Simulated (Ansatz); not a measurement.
Geometry optimisation, RKS LDA/6-31G* in Ansatz 0.2.0.

Input:

```yaml
crystal:
  periodic: [false, false, false]
  atoms:
    - { symbol: Al, position_ang: [0.0, 0.0, 0.0] }
    - { symbol: H, position_ang: [0.0, 0.0, 1.91] }
    - { symbol: "N", position_ang: [1.6627, 0.0, -0.96] }
    - { symbol: H, position_ang: [2.1293, -0.9179, -1.2118] }
    - { symbol: H, position_ang: [2.1141, 0.9179, -1.2382] }
    - { symbol: "N", position_ang: [-1.6627, 0.0, -0.96] }
    - { symbol: H, position_ang: [-2.3316, -0.8164, -0.8614] }
    - { symbol: H, position_ang: [-1.9118, 0.8164, -1.5886] }
    - { symbol: "N", position_ang: [0.0995, 2.1044, 0.7] }
    - { symbol: H, position_ang: [0.493, 2.3259, 1.659] }
    - { symbol: H, position_ang: [-0.2465, 2.8877, 0.0753] }
    - { symbol: H, position_ang: [0.0486, 1.0269, 1.8385] }
basis:
  gaussian: { orbitals: "6-31G*" }
hamiltonian:
  xc: lda
relax:
  f_tol: 0.15
  max_steps: 25
  restrain:
    - { distance: [0, 8], at: 1.92, k: 30.0 }
    - { distance: [11, 1], at: 0.66, k: 30.0 }
    - { distance: [0, 1], at: 2.76, k: 30.0 }
    - { distance: [11, 8], at: 2.26, k: 30.0 }
output:
  orbitals: {}
```

Run as:

```bash
$ ansatz run input.yaml --threads 1 --pin off --max-ram 2048MiB --backend cpu --events-out ev --progress --plain --runs-dir out
```

**Question.** Where does it end, and by what steps?

**Answer.** It converged. The restraints hold the end off the free minimum. After 15 steps the energy has fallen by 3.617 eV (the restraints' own energy left out); H10 moved furthest, 1.49 Å. Joined: H2–H12 (1.03 → 0.72 Å).

| step | energy less start (eV) | largest force component (eV/Å) | accepted |
| --- | --- | --- | --- |
| 0 | 0.0000 | 4.296 | yes |
| 1 | -1.1301 | 4.662 | yes |
| 2 | -1.9357 | 3.681 | yes |
| 3 | -2.7421 | 2.808 | yes |
| 4 | -3.0841 | 1.615 | yes |
| 5 | -3.1996 | 1.330 | yes |
| 6 | -3.3080 | 1.509 | yes |
| 7 | -3.4224 | 1.632 | yes |
| 8 | -3.5090 | 1.713 | yes |
| 9 | -3.5681 | 1.788 | yes |
| 10 | -3.5355 | 1.807 | no |
| 11 | -3.5757 | 1.812 | yes |
| 12 | -3.5832 | 1.822 | yes |
| 13 | -3.5880 | 1.780 | yes |
| 14 | -3.6168 | 1.797 | yes |
| 15 | -3.6169 | 1.916 | yes |

```xyz
12
Properties=species:S:1:pos:R:3
Al 0.025 0.742 -0.442
H 0.057 -0.102 2.190
N 1.543 -0.109 -0.789
H 1.673 -0.781 -1.545
H 2.405 0.014 -0.260
N -1.515 0.093 -1.040
H -1.664 -0.896 -1.246
H -2.353 0.637 -1.244
N 0.084 2.341 0.525
H 0.826 3.028 0.389
H -0.762 2.797 0.874
H 0.077 0.581 1.951
```

Time of the run: 29 s on 1 thread of Arm Neoverse V2 (shared host), peak memory 0.12 GiB.
